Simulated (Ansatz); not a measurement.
Stepwise reaction of `COB(F)OC` with water, as a gas-phase model of exchange steps in deposition or etching. ΔE in kJ/mol.

Calculated with Ansatz (gas phase, PBE0-D4/def2-TZVP geometries, no zero-point term in ΔE). CCSD(T)/CBS adds triple-zeta CCSD(T) − MP2 to the extrapolated MP2 energy (def2 sets, frozen cores). This one scheme is used for every species. DFT in def2-TZVPP. B3LYP here is the variant with VWN-RPA as its local correlation; programs differ in this. One conformer a species, not always the lowest.

```json
{"step": "1", "reaction": "`COB(F)OC` + H₂O → `COB(O)F` + CH₃OH", "PBE-D4": "1.2", "B3LYP-D4": "3.0", "ωB97M-V": "2.2", "CCSD(T)/CBS": "5.5"}
{"step": "2", "reaction": "`COB(O)F` + H₂O → `OB(O)F` + CH₃OH", "PBE-D4": "1.0", "B3LYP-D4": "2.7", "ωB97M-V": "1.8", "CCSD(T)/CBS": "5.1"}
```

(1) By hand: ΔE of the 2 steps together at CCSD(T)/CBS.

## Answers

(1) (5.5) + (5.1) = 10.6 kJ/mol, or 5.3 kJ/mol a step.

In ΔE the steps differ by no more than 0.4 kJ/mol. All are uphill at CCSD(T)/CBS. PBE-D4 differs from CCSD(T)/CBS by -4.3 to -4.1 kJ/mol a step. Isolated molecules leave out the surface, adducts and barriers. Largest T1 diagnostic: 0.012.
